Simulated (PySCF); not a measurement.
**Tl: excitation energy**

Tl [Xe] 4f14 5d10 6s2 6p1 (2P) → Tl [Xe] 4f14 5d10 6s2 6d1 (2D), as a difference of total energies. Computed with PySCF 2.14 in aug-cc-pwCVTZ-PP with ECP60MDF, with a scalar-relativistic core potential. Correlated levels: valence: 5s2 5p6 5d10 frozen; valence and next inner shell: nothing frozen outside the core potential. The calculations carry no spin-orbit coupling.

```
                                method  excitation energy (cm⁻¹)
                                   UHF                     30870
                                   LDA                     31015
                                   PBE                     28963
                                  PBE0                     30093
                                r2SCAN                     31199
                                 HSE06                     29956
                                revPBE                     28178
                             BHandHLYP                     31253
                             CAM-B3LYP                     32354
                         MP2 (valence)                     31392
                     SCS-MP2 (valence)                     31377
    MP2 (valence and next inner shell)                     31910
SCS-MP2 (valence and next inner shell)                     31457
```

Errors of the correlated levels include the incompleteness of this basis and the frozen core.

The promoted electron is Rydberg-like, and one or two diffuse shells describe it only roughly, which tends to raise the upper state.

For comparison: 30972 cm⁻¹ (measured; NIST levels, between the centres of gravity of the two terms).
